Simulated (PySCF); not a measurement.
PySCF input for SiBrI, SMILES I[Si]Br (connectivity only; charge and spin as stated), neutral, multiplicity 1, IEF-PCM-B3LYP/def2-SVP. Geometry: PBE0-D3(BJ)/def2-TZVP. The def2 effective core potentials stand for the cores of I; spin–orbit coupling is left out.

```python
import numpy as np
from pyscf import gto, scf, dft
from pyscf.solvent import pcm

mol = gto.M(
    atom='''
    Si    1.25721017    0.49531865    0.00000000
    Br   -0.27846873    2.13748593    0.00000000
    I    -0.14819881   -1.54238620    0.00000000
    ''',
    basis='def2-SVP',
    ecp={'I': 'def2-svp'},
    charge=0,
    spin=0,
    max_memory=1600,
    verbose=3,
)
mf = dft.RKS(mol, xc='b3lyp').density_fit(auxbasis='def2-universal-jkfit')
mf.grids.level = 3
mf.conv_tol = 1e-9
mf.max_cycle = 100
mf.kernel()
res = {}
for name, eps in {'water': 78.355, 'dimethylsulfoxide': 46.826, 'methanol': 32.613}.items():
    s = mf.PCM()
    s.with_solvent.method, s.with_solvent.eps, s.with_solvent.lebedev_order = 'IEF-PCM', eps, 29
    s.kernel(mf.make_rdm1())
    res[name] = (s.e_tot, eps, s.dip_moment(), s.mo_energy, s.converged)
    print(f'{name}: electrostatic solvation free energy {(s.e_tot - mf.e_tot) * 627.509474:.3f} kcal/mol')
```

Program output:

```
converged SCF energy = -3161.13661743581

WARN: PCM is an experimental feature. It is still in testing.
Features and APIs may be changed in the future.

converged SCF energy = -3161.13859860939
Dipole moment(X, Y, Z, Debye):  1.16787,  0.19365, -0.00000
water: electrostatic solvation free energy -1.243 kcal/mol

WARN: PCM is an experimental feature. It is still in testing.
Features and APIs may be changed in the future.

converged SCF energy = -3161.13856843141
Dipole moment(X, Y, Z, Debye):  1.16129,  0.19242, -0.00000
dimethylsulfoxide: electrostatic solvation free energy -1.224 kcal/mol

WARN: PCM is an experimental feature. It is still in testing.
Features and APIs may be changed in the future.

converged SCF energy = -3161.13853620376
Dipole moment(X, Y, Z, Debye):  1.15428,  0.19112,  0.00000
methanol: electrostatic solvation free energy -1.204 kcal/mol
```

The run converged.
